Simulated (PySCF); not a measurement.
Computed shifts of a molecule C2H6BF2N, PBE/pcSseg-1 run with PySCF, GIAO, gas phase, atoms alike by connectivity averaged where their shifts nearly agree, in ppm (number of nuclei): ¹⁹F: -164.0 (2). ¹⁵N: 76.4 (1). ¹³C: 39.9 (2). ¹H: 2.96 (6). References: ¹¹B against BF3 (σ = 83.9 ppm); ¹⁹F against CFCl3 (σ = 133.6 ppm); ¹⁵N against NH3 (σ = 267.0 ppm); ¹³C against TMS (σ = 182.0 ppm); ¹H against TMS (σ = 31.49 ppm), references at their B3LYP-D3(BJ)/def2-TZVP geometries, non-relativistic. Geometry: B3LYP-D3(BJ)/def2-SVP. Other conformers were not sampled.

Question: Identify the compound among the candidates.
(A) CN(C)B(F)F
(B) CCNB(F)F
(C) C[C@@H](F)B(N)F
(D) CB(N)C(F)F

Answer: A, CN(C)B(F)F
